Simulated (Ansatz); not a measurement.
Steps of a relaxation of C3H7CdF, SMILES `C[CH](C)[Cd][F]` with RKS PBE0-D4/def2-TZVP.

```sh
$ ansatz run in.yaml --threads 4 --pin off --events-out ev --progress --plain --max-ram 11315MiB
```

```yaml
crystal:
  periodic: [false, false, false]
  atoms:
    - {symbol: C, position_ang: [-1.209273, -0.537328, 0.516281]}
    - {symbol: C, position_ang: [0.076911, 0.270850, 0.322846]}
    - {symbol: C, position_ang: [1.297123, -0.613857, 0.053381]}
    - {symbol: Cd, position_ang: [-0.167167, 1.738943, -1.197273]}
    - {symbol: F, position_ang: [-0.402979, 3.084899, -2.598520]}
    - {symbol: H, position_ang: [-2.081065, 0.101279, 0.765177]}
    - {symbol: H, position_ang: [-1.475075, -1.126788, -0.386462]}
    - {symbol: H, position_ang: [-1.087503, -1.267311, 1.349935]}
    - {symbol: H, position_ang: [0.263926, 0.878075, 1.234425]}
    - {symbol: H, position_ang: [2.237043, -0.031272, -0.029232]}
    - {symbol: H, position_ang: [1.189376, -1.206868, -0.879223]}
    - {symbol: H, position_ang: [1.435783, -1.345821, 0.882665]}
basis:
  gaussian: {orbitals: def2-TZVP}
hamiltonian: {xc: pbe0, dispersion: d4}
relax: {f_tol: 0.005, max_steps: 150}
```

Positions (Å) and forces (eV/Å) along the path, 5 of 5 steps:

```xyz
12
step=1 energy=-10503.4075 eV
C    -1.209   -0.537    0.516   -0.186   -0.218    0.060
C     0.077    0.271    0.323    0.043    0.178    0.210
C     1.297   -0.614    0.053    0.182   -0.228   -0.009
Cd   -0.167    1.739   -1.197    0.007   -0.077    0.049
F    -0.403    3.085   -2.599    0.012   -0.039    0.050
H    -2.081    0.101    0.765    0.434   -0.292   -0.118
H    -1.475   -1.127   -0.386    0.151    0.295    0.428
H    -1.088   -1.267    1.350   -0.042    0.341   -0.385
H     0.264    0.878    1.234   -0.085   -0.341   -0.401
H     2.237   -0.031   -0.029   -0.466   -0.261    0.044
H     1.189   -1.207   -0.879    0.028    0.300    0.450
H     1.436   -1.346    0.883   -0.077    0.343   -0.378
12
step=2 energy=-10503.4427 eV
C    -1.194   -0.538    0.515   -0.120   -0.036    0.006
C     0.075    0.282    0.316    0.024   -0.052    0.150
C     1.281   -0.612    0.056    0.113   -0.046   -0.035
Cd   -0.167    1.736   -1.200   -0.003    0.001    0.015
F    -0.398    3.083   -2.598    0.007   -0.021    0.021
H    -2.060    0.085    0.769    0.109   -0.093   -0.035
H    -1.454   -1.119   -0.380    0.040    0.081    0.124
H    -1.059   -1.262    1.336    0.001    0.114   -0.119
H     0.261    0.866    1.228   -0.029   -0.060   -0.148
H     2.215   -0.043   -0.021   -0.118   -0.085    0.006
H     1.171   -1.197   -0.867    0.011    0.082    0.128
H     1.406   -1.336    0.879   -0.034    0.115   -0.112
12
step=3 energy=-10503.4456 eV
C    -1.196   -0.538    0.514    0.025   -0.008    0.002
C     0.074    0.276    0.316   -0.003    0.019   -0.006
C     1.282   -0.611    0.055   -0.022   -0.005    0.009
Cd   -0.166    1.732   -1.192   -0.005    0.016   -0.029
F    -0.394    3.079   -2.588    0.001    0.007   -0.002
H    -2.060    0.082    0.763   -0.003    0.011    0.003
H    -1.452   -1.121   -0.375   -0.002   -0.007   -0.014
H    -1.060   -1.254    1.335    0.000   -0.016    0.017
H     0.259    0.867    1.219    0.003   -0.006    0.019
H     2.212   -0.044   -0.028    0.004    0.011    0.001
H     1.169   -1.197   -0.861   -0.004   -0.007   -0.014
H     1.408   -1.328    0.876    0.005   -0.015    0.016
12
step=4 energy=-10503.4458 eV
C    -1.194   -0.539    0.515   -0.002    0.003   -0.002
C     0.074    0.278    0.316   -0.001   -0.006    0.004
C     1.280   -0.611    0.055    0.002    0.002   -0.002
Cd   -0.167    1.734   -1.196   -0.002   -0.001   -0.001
F    -0.393    3.083   -2.591    0.002    0.002   -0.001
H    -2.059    0.080    0.765   -0.002    0.001    0.001
H    -1.450   -1.121   -0.375    0.000   -0.001   -0.002
H    -1.057   -1.256    1.335    0.002   -0.001    0.002
H     0.259    0.866    1.220    0.000    0.002    0.000
H     2.210   -0.044   -0.027    0.002    0.001   -0.001
H     1.167   -1.197   -0.861   -0.001   -0.001   -0.002
H     1.406   -1.328    0.877   -0.001    0.000    0.002
12
step=5 energy=-10503.4458 eV
C    -1.194   -0.540    0.515    0.000    0.000    0.000
C     0.073    0.278    0.316    0.000    0.000    0.000
C     1.280   -0.611    0.055   -0.001    0.000    0.000
Cd   -0.167    1.734   -1.196    0.000   -0.001    0.000
F    -0.389    3.084   -2.590    0.000    0.001    0.000
H    -2.059    0.079    0.765    0.000    0.000    0.000
H    -1.450   -1.123   -0.374    0.000    0.000    0.000
H    -1.056   -1.256    1.336    0.000    0.000    0.000
H     0.258    0.867    1.220    0.000    0.000    0.000
H     2.210   -0.044   -0.029    0.000    0.000    0.000
H     1.166   -1.198   -0.861    0.000    0.000    0.000
H     1.406   -1.327    0.878    0.000    0.000    0.000
```

Hardware: 4 threads of an Arm Neoverse V2 on a shared host. Wall time 22 s, peak host memory 0.54 GiB.
